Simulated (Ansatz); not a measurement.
`OB(F)O[SiH3]` + H–F → `FB(F)O[SiH3]` + H₂O at 600 K and 1 bar (ligand exchange at a B–O bond).

Gas-phase electronic energies from Ansatz, PBE0-D4/def2-TZVP geometries. CCSD(T)/CBS is the MP2 limit (def2-TZVPP, def2-QZVPP) plus CCSD(T) − MP2 in def2-TZVPP, frozen cores. This one scheme is used for every species. Each species was taken in one conformer, which may not be the lowest.

```json
{"species": "`OB(F)O[SiH3]`", "CCSD(T)/CBS energy (Eh)": "-566.62981", "H − E (kJ/mol)": "194.3", "S (J/(mol·K))": "423.2"}
{"species": "H–F", "CCSD(T)/CBS energy (Eh)": "-100.39570", "H − E (kJ/mol)": "42.3", "S (J/(mol·K))": "194.0"}
{"species": "`FB(F)O[SiH3]`", "CCSD(T)/CBS energy (Eh)": "-590.65048", "H − E (kJ/mol)": "158.3", "S (J/(mol·K))": "419.1"}
{"species": "H₂O", "CCSD(T)/CBS energy (Eh)": "-76.37941", "H − E (kJ/mol)": "76.8", "S (J/(mol·K))": "212.8"}
```

H − E and S are ideal-gas, rigid-rotor, harmonic terms from PBE0-D4/def2-TZVP, for one conformer and one mirror image of each species. 1 Eh = 2625.50 kJ/mol, R = 8.31446 J/(mol·K).

Q: By hand: ΔE, ΔH, ΔS and ΔG.

A: ΔE = (-590.65048) + (-76.37941) − (-566.62981) − (-100.39570) = -0.00438 Eh = -11.5 kJ/mol. Δ(H − E) = 158.3 + 76.8 − 194.3 − 42.3 = -1.5, so ΔH = -13.0 kJ/mol. ΔS = 419.1 + 212.8 − 423.2 − 194.0 = 14.7 J/(mol·K). ΔG = -13.0 − 600 × (14.7)/1000 = -21.8 kJ/mol.

Q: By hand: the equilibrium constant, and the temperature at which ΔG would vanish if ΔH and ΔS stayed fixed.

A: log₁₀ K = −ΔG/(RT ln 10) = 1.9. ΔH and −TΔS have one sign here, so there is no such temperature.

TΔS isn't small against ΔH here. A doubt of 5 kJ/mol in ΔE shifts log₁₀ K by 0.4 here. Other conformers and mirror images would add mixing entropy, several J/(mol·K) or more a flexible species. Modes under 60 cm⁻¹, often nearly free rotors, make the harmonic entropy too high. These are equilibria of isolated gas molecules and say nothing of rates. Largest T1 diagnostic: 0.012 (customary marks: 0.02 for closed shells, 0.045 for open ones).
